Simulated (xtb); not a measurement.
In(Cl)(Br)(Me) (CH₃BrClIn), SMILES [CH3][In]([Cl])[Br]. All values are semi-empirical tight-binding results from xtb (GFN2-xTB unless named), good for trends rather than for accurate numbers. Geometry: GFN2-xTB. The structure was generated by enumeration; whether it is a known compound was not checked.

For metal compounds this method's bond lengths and energies can be far off.

**Question.** Estimate the properties. (An estimate is asked for; the answer gives what the named calculation found.)

**Answer.** 
```
Quantity                                       Value
-------------------------------------  -------------
orbital gap                                  3.08 eV
zero-point energy                      22.2 kcal/mol
G − E(el) at 298.15 K (modified RRHO)  -0.4 kcal/mol
```
